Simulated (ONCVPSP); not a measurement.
## u(r) = r·R(r): atom against pseudo-atom (As (Z = 33))

Columns: radius, all-electron u(r) and pseudo u(r) of the 3d shell (level -41.31 eV) of arsenic in the configuration [Ne] 3s2 3p6 3d10 4s1.75 4p3.25; LDA (Perdew-Zunger), scalar-relativistic, ONCV scheme, ONCVPSP 4.0.1.

```json
{"r (bohr)": "0.060", "all-electron": "0.0608", "pseudo": "0.0179"}
{"r (bohr)": "0.120", "all-electron": "0.2743", "pseudo": "0.1177"}
{"r (bohr)": "0.180", "all-electron": "0.5498", "pseudo": "0.3123"}
{"r (bohr)": "0.240", "all-electron": "0.8034", "pseudo": "0.5946"}
{"r (bohr)": "0.300", "all-electron": "0.9961", "pseudo": "0.9373"}
{"r (bohr)": "0.360", "all-electron": "1.1211", "pseudo": "1.2184"}
{"r (bohr)": "0.420", "all-electron": "1.1853", "pseudo": "1.3099"}
{"r (bohr)": "0.480", "all-electron": "1.2016", "pseudo": "1.2545"}
{"r (bohr)": "0.540", "all-electron": "1.1836", "pseudo": "1.1887"}
{"r (bohr)": "0.600", "all-electron": "1.1424", "pseudo": "1.1421"}
{"r (bohr)": "0.660", "all-electron": "1.0863", "pseudo": "1.0860"}
{"r (bohr)": "0.720", "all-electron": "1.0219", "pseudo": "1.0216"}
{"r (bohr)": "0.780", "all-electron": "0.9534", "pseudo": "0.9531"}
{"r (bohr)": "0.840", "all-electron": "0.8838", "pseudo": "0.8836"}
{"r (bohr)": "0.900", "all-electron": "0.8153", "pseudo": "0.8151"}
{"r (bohr)": "0.960", "all-electron": "0.7492", "pseudo": "0.7490"}
{"r (bohr)": "1.020", "all-electron": "0.6862", "pseudo": "0.6860"}
{"r (bohr)": "1.080", "all-electron": "0.6269", "pseudo": "0.6268"}
{"r (bohr)": "1.140", "all-electron": "0.5715", "pseudo": "0.5713"}
{"r (bohr)": "1.200", "all-electron": "0.5201", "pseudo": "0.5200"}
{"r (bohr)": "1.260", "all-electron": "0.4726", "pseudo": "0.4725"}
{"r (bohr)": "1.320", "all-electron": "0.4289", "pseudo": "0.4288"}
{"r (bohr)": "1.380", "all-electron": "0.3888", "pseudo": "0.3888"}
{"r (bohr)": "1.440", "all-electron": "0.3522", "pseudo": "0.3522"}
{"r (bohr)": "1.500", "all-electron": "0.3188", "pseudo": "0.3187"}
{"r (bohr)": "1.560", "all-electron": "0.2884", "pseudo": "0.2883"}
```

**Question.** How many radial nodes do the two functions have?

**Answer.** The all-electron 3d function has n − l − 1 = 0; the pseudo-wave has 0.

**Question.** At about which radius was the pseudo-wave matched?

**Answer.** 0.60 bohr, where the columns begin to agree (steps of 0.06 bohr).

**Question.** Is the pseudo-wave norm-conserving?

**Answer.** Yes: the ONCV scheme keeps the norm inside the radius equal to the all-electron one, which fixes the energy derivative of the logarithmic derivative at the level.
